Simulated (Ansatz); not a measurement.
`S[SiH2]C[SeH]` + CH₃OH → `CO[SiH2]S` + `C[SeH]`  (ligand exchange at the Si–C bond)

Program: Ansatz. Geometries: PBE0-D4/def2-TZVP. ΔE: electronic, gas phase. CCSD(T)/CBS adds triple-zeta CCSD(T) − MP2 to the extrapolated MP2 energy (def2 sets, frozen cores). This one scheme is used for every species. Functionals use def2-TZVPP. For Se outer-core shells are correlated without core-valence functions, which leaves a few kJ/mol of doubt a bond. Scalar relativity is left out up to krypton. One conformer a species, not always the lowest.

`S[SiH2]C[SeH]`:

Z-matrix (Å, degrees):
```
Si
C 1 1.873
S 1 2.139 2 111.9
H 1 1.486 2 109.0 3 -122.7
H 1 1.481 2 110.0 3 116.2
Se 2 1.961 1 108.0 3 170.2
H 2 1.090 1 112.2 3 49.0
H 2 1.090 1 109.0 3 -71.8
H 3 1.344 1 94.7 2 -68.7
H 6 1.469 2 95.8 1 151.7
```

CH₃OH:

Z-matrix (Å, degrees):
```
C
O 1 1.409
H 1 1.097 2 112.4
H 1 1.090 2 107.0 3 -118.5
H 1 1.097 2 112.4 3 123.0
H 2 0.959 1 108.5 3 -61.6
```

`CO[SiH2]S`:

Cartesian coordinates in Å:
```
C -0.358 1.567 0.480
O 0.436 0.402 0.445
Si -0.117 -1.025 -0.141
S 1.481 -2.410 -0.288
H 0.284 2.408 0.746
H -0.818 1.774 -0.493
H -1.152 1.485 1.231
H -0.749 -0.783 -1.466
H -1.095 -1.661 0.779
H 2.088 -1.757 -1.293
```

`C[SeH]`:

Cartesian coordinates in Å:
```
C -0.297 -0.290 -0.355
Se 1.043 -0.040 1.038
H -1.279 0.014 0.000
H -0.307 -1.357 -0.573
H -0.022 0.259 -1.253
H 0.863 1.413 1.143
```

Question: Is it downhill or uphill in electronic energy at CCSD(T)/CBS, and by how much? (An estimate is asked.)

Answer: Ansatz gave: Downhill: ΔE = -22.5 kcal/mol.

Question: What do these levels give: PBE-D4, r2SCAN-D4, PBE0-D4, ωB97X-V, ωB97M-V, PBE, r2SCAN, PBE0, HF/def2-TZVPP, SCS-MP2/def2-TZVPP, CCSD(T)/def2-TZVPP, MP2/CBS(def2)? (An estimate is asked.)

Answer: Ansatz gave: PBE-D4 -20.7, r2SCAN-D4 -23.4, PBE0-D4 -21.3, ωB97X-V -23.5, ωB97M-V -23.2, PBE -21.3, r2SCAN -23.6, PBE0 -21.9, HF/def2-TZVPP -27.6, SCS-MP2/def2-TZVPP -23.9, CCSD(T)/def2-TZVPP -22.9, MP2/CBS(def2) -22.4 kcal/mol.

Largest T1 diagnostic among the species: 0.011.

In def2-TZVPP, CCSD(T) changes the Hartree–Fock value by +4.7 kcal/mol (the triples alone add +0.6 kcal/mol) and MP2 by +4.7 kcal/mol. The D4 term adds +1.1 kcal/mol with B3LYP and +0.6 kcal/mol with PBE0; it sums over pairs of atoms, weighted by their polarisabilities, and B3LYP, whose exchange is more repulsive, gets the larger term.

B3LYP here is the variant with VWN-RPA as its local correlation; programs differ in this.
